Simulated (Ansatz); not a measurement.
C2H3BFN (`FB1CC=N1`). Total charge 0; spin multiplicity 1. The geometry is a stationary point of PBE0-D4/def2-TZVP.

```xyz
8

F    -1.539    0.492    1.707
B    -0.820    0.087    0.690
C     0.472    0.611   -0.079
C     0.213   -0.787   -0.601
N    -0.895   -1.175   -0.063
H     0.340    1.394   -0.827
H     1.410    0.772    0.455
H     0.818   -1.394   -1.282
```

(1) What is the dipole moment at B3LYP/def2-TZVPP? (Best estimate.)

(2) And with PBE, r2SCAN, ωB97M-V? (An estimate is asked.)

(3) Give the Mulliken charges with B3LYP, ωB97M-V, r2SCAN in def2-TZVPP. (Best estimate.)

Answers

(1) Ansatz gave: 2.87 D, with components (2.34, 1.16, -1.18) D in this frame, pointing from negative to positive charge.

(2) The calculation gave: PBE 2.72 D, r2SCAN 2.83 D, ωB97M-V 2.87 D.

(3) Ansatz gave: 
```csv
atom,B3LYP,ωB97M-V,r2SCAN
F1,-0.25,-0.25,-0.27
B2,0.43,0.41,0.46
C3,-0.29,-0.32,-0.23
C4,0.04,0.06,0.12
N5,-0.24,-0.25,-0.29
H6,0.10,0.12,0.07
H7,0.09,0.11,0.06
H8,0.12,0.12,0.07
```

B3LYP here is the variant with VWN-RPA as its local correlation; programs differ in this.
